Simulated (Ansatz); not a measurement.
C2H6AlFS, SMILES `C[S][Al]([CH3])[F]` at its PBE0-D4/def2-TZVP geometry, where that method's forces vanish. Total charge 0; spin multiplicity 1.

```xyz
11

C     0.2493    1.8179   -0.7386
S    -0.4363    0.5755   -1.8844
Al   -0.4967   -1.1764   -0.6115
C     0.0644   -1.2200    1.2445
F    -1.0767   -2.5430   -1.3342
H     1.2011    2.1719   -1.1320
H     0.4076    1.4157    0.2614
H    -0.4464    2.6534   -0.6759
H    -0.5237   -0.5335    1.8602
H     1.1146   -0.9359    1.3565
H    -0.0572   -2.2255    1.6539
```

Task: What forces (eV/Å) does ωB97M-V/def2-TZVPP give on these atoms in the Gaussian-basis code of Ansatz? (Estimate.)

Result: Computed: 
```
C1   0.059  0.114  0.090
S2  -0.045 -0.083 -0.077
Al3  0.050  0.094  0.087
C4   0.002 -0.010  0.017
F5  -0.035 -0.084 -0.043
H6  -0.084 -0.021  0.051
H7  -0.006  0.043 -0.068
H8   0.074 -0.068  0.008
H9   0.046 -0.048 -0.040
H10 -0.074 -0.018 -0.003
H11  0.013  0.080 -0.022
```
